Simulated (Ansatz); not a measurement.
C₂H₂BFSe, SMILES `C#C[Se]BF`. The species carries charge 0 and has multiplicity 1.

Cartesian coordinates in Å:
```
C -0.596 0.195 2.086
C 0.070 0.448 1.118
Se 1.131 0.895 -0.300
B 0.367 -0.252 -1.667
F -0.640 -1.056 -1.422
H -1.192 -0.037 2.937
H 0.860 -0.192 -2.753
```

**Question.** List the harmonic frequencies (cm⁻¹, unscaled) at PBE0-D4/def2-TZVP in Ansatz. (Estimate.)

**Answer.** The calculation gave: 99, 181, 287, 333, 399, 577, 644, 644, 706, 802, 1079, 1341, 2173, 2653, 3477.

**Question.** Is this a minimum?

**Answer.** Yes, all 15 modes are real.

**Question.** Give the ideal-gas thermochemistry at 298.15 K and 1 bar (rigid rotor, harmonic oscillator; point group Cs, symmetry number 1).

**Answer.** Zero-point energy 92.1 kJ/mol; H(298) − E = 110.2 kJ/mol; entropy 331.1 J/(mol·K), of which translation 170.0, rotation 113.6, vibration 47.5; G(298) − E = 11.5 kJ/mol. Modes under 100 cm⁻¹ are hindered rotations or soft bends, so the harmonic entropy is rough.

**Question.** And at 400, 500, 600, 800 and 1000 K?

**Answer.** 
| T (K) | H − E (kJ/mol) | S (J/mol/K) | G − E (kJ/mol) |
| --- | --- | --- | --- |
| 400 | 120.0 | 359.3 | -23.7 |
| 500 | 130.7 | 383.0 | -60.8 |
| 600 | 142.1 | 403.9 | -100.2 |
| 800 | 166.6 | 439.0 | -184.6 |
| 1000 | 192.7 | 468.1 | -275.4 |
